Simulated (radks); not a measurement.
The numbers below are computed, except where a source is named.
Q: Mean orbital radii <r> (bohr) of neutral europium, [Xe] 4f7 6s2, of relativity; Dirac values are averaged over j with weights 2j + 1. Spin-unpolarised spherical Kohn-Sham, PBE, point nucleus unless stated (finite: rms radius 5.1115 fm), a radial shooting solver on a logarithmic mesh with Libxc functionals. A level marked "c x" has the speed of light scaled by that factor and shares open shells by 2j + 1; other Dirac levels either fill j = l - 1/2 first or share by 2j + 1.

| shell | non-rel. |
|---|---|
| 3s | 0.2655 |
| 3p | 0.2552 |
| 3d | 0.2269 |
| 4s | 0.6004 |
| 4p | 0.6154 |
| 4d | 0.6545 |
| 5s | 1.475 |
| 5p | 1.673 |
| 4f | 0.9128 |
| 6s | 4.525 |
| 5d (empty) | 3.117 |
| 6p (empty) | 6.000 |

Give the values at the level "Dirac, c x 3".

A: 
shell       Dirac, c x 3  change of magnitude (%)
3s                0.2637                    -0.65
3p                0.2544                    -0.33
3d                0.2268                    -0.05
4s                0.5967                    -0.61
4p                0.6136                    -0.30
4d                0.6544                    -0.01
5s                 1.465                    -0.66
5p                 1.668                    -0.27
4f                0.9188                    +0.66
6s                 4.500                    -0.56
5d (empty)         3.144                    +0.87
6p (empty)         6.003                    +0.05
